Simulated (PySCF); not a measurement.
Compound: C6H11OPS.
Bonds: C1–S2, S2–C3, C3–P4, P4–O5 (double), P4–C6, C6–C7, C6–C8 (double), C8–C9, P4–C8. Hydrogens: H10, H11, H12 on C1; H13, H14 on C3; H15, H16, H17 on C7; H18, H19, H20 on C9.

The same species was optimised twice, with GFN2-xTB and with PBE0-D3(BJ)/def2-SVP (PySCF), and the same property calculations (PySCF, gas phase) were run on both structures.

```
     coordinate  GFN2-xTB  PBE0-D3(BJ)/def2-SVP  change
      P4–C8 (Å)     1.804                 1.762  -0.042
      P4–C6 (Å)     1.802                 1.762  -0.040
      P4=O5 (Å)     1.467                 1.494  +0.027
      C8–C9 (Å)     1.474                 1.479  +0.005
      C3–P4 (Å)     1.840                 1.836  -0.004
      S2–C3 (Å)     1.809                 1.805  -0.004
      C1–S2 (Å)     1.808                 1.804  -0.004
      C6–C7 (Å)     1.475                 1.478  +0.003
      C6=C8 (Å)     1.348                 1.346  -0.002
   S2–C3–P4 (°)     109.7                 114.7    +5.0
   O5–P4–C8 (°)     126.3                 129.3    +3.0
   C1–S2–C3 (°)      98.6                 100.7    +2.1
   C3–P4–O5 (°)     116.0                 113.9    -2.1
   O5–P4–C6 (°)     126.6                 128.4    +1.8
   C3–P4–C6 (°)     112.9                 111.6    -1.3
   C6–P4–C8 (°)      43.9                  44.9    +1.0
   C6–C8–C9 (°)     140.0                 140.7    +0.7
C1–S2–C3–P4 (°)        50                    46      -4
S2–C3–P4–O5 (°)        50                    41      -9
```

Rotational constants: A = 1902, B = 758.0, C = 666.1 MHz (GFN2-xTB) against A = 1933, B = 724.8, C = 650.0 MHz (PBE0-D3(BJ)/def2-SVP). Point groups within 0.08 Å: C1 and C1.

On the GFN2-xTB structure: HOMO (eV) -6.45 [PBE0/pcSseg-1]; LUMO (eV) -0.24 [PBE0/pcSseg-1]; dipole (D) 5.14 [PBE0/pcSseg-1]; GIAO shielding of C1 (ppm) 163.8 [PBE0/pcSseg-1]; GIAO shielding of S2 (ppm) 567.7 [PBE0/pcSseg-1]; GIAO shielding of C3 (ppm) 143.2 [PBE0/pcSseg-1]; GIAO shielding of P4 (ppm) 424.2 [PBE0/pcSseg-1]; GIAO shielding of O5 (ppm) 248.0 [PBE0/pcSseg-1]; GIAO shielding of C6/C8 (mean) (ppm) 13.8 [PBE0/pcSseg-1]; GIAO shielding of C7/C9 (mean) (ppm) 173.0 [PBE0/pcSseg-1].

What do these properties become on the PBE0-D3(BJ)/def2-SVP structure?

```json
{"property": "HOMO (eV)", "level": "PBE0/pcSseg-1", "on GFN2-xTB": "-6.45", "on PBE0-D3(BJ)/def2-SVP": "-6.37", "change": "+0.08"}
{"property": "LUMO (eV)", "level": "PBE0/pcSseg-1", "on GFN2-xTB": "-0.24", "on PBE0-D3(BJ)/def2-SVP": "-0.39", "change": "-0.15"}
{"property": "dipole (D)", "level": "PBE0/pcSseg-1", "on GFN2-xTB": "5.14", "on PBE0-D3(BJ)/def2-SVP": "5.29", "change": "+0.15"}
{"property": "energy, GFN2-xTB geometry as zero (kcal/mol)", "level": "PBE0/pcSseg-1", "on GFN2-xTB": "0.0", "on PBE0-D3(BJ)/def2-SVP": "-3.5", "change": "-3.5"}
{"property": "GIAO shielding of C1 (ppm)", "level": "PBE0/pcSseg-1", "on GFN2-xTB": "163.8", "on PBE0-D3(BJ)/def2-SVP": "164.3", "change": "+0.5"}
{"property": "GIAO shielding of S2 (ppm)", "level": "PBE0/pcSseg-1", "on GFN2-xTB": "567.7", "on PBE0-D3(BJ)/def2-SVP": "558.6", "change": "-9.1"}
{"property": "GIAO shielding of C3 (ppm)", "level": "PBE0/pcSseg-1", "on GFN2-xTB": "143.2", "on PBE0-D3(BJ)/def2-SVP": "144.3", "change": "+1.1"}
{"property": "GIAO shielding of P4 (ppm)", "level": "PBE0/pcSseg-1", "on GFN2-xTB": "424.2", "on PBE0-D3(BJ)/def2-SVP": "414.1", "change": "-10.1"}
{"property": "GIAO shielding of O5 (ppm)", "level": "PBE0/pcSseg-1", "on GFN2-xTB": "248.0", "on PBE0-D3(BJ)/def2-SVP": "234.2", "change": "-13.8"}
{"property": "GIAO shielding of C6/C8 (mean) (ppm)", "level": "PBE0/pcSseg-1", "on GFN2-xTB": "13.8", "on PBE0-D3(BJ)/def2-SVP": "17.0", "change": "+3.2"}
{"property": "GIAO shielding of C7/C9 (mean) (ppm)", "level": "PBE0/pcSseg-1", "on GFN2-xTB": "173.0", "on PBE0-D3(BJ)/def2-SVP": "171.5", "change": "-1.5"}
```

The heavy atoms differ by 0.135 Å rms after alignment. Among bonds between heavy atoms P4–C8 changes most (-0.042 Å). Changes are differences of the printed values. Neither structure is proved a minimum here.

Conformer computed: `[CH3:1][S:2][CH2:3][P:4]1(=[O:5])[C:6]([CH3:7])=[C:8]1[CH3:9]`: C1–S2–C3–P4 46°, S2–C3–P4–O5 41°.
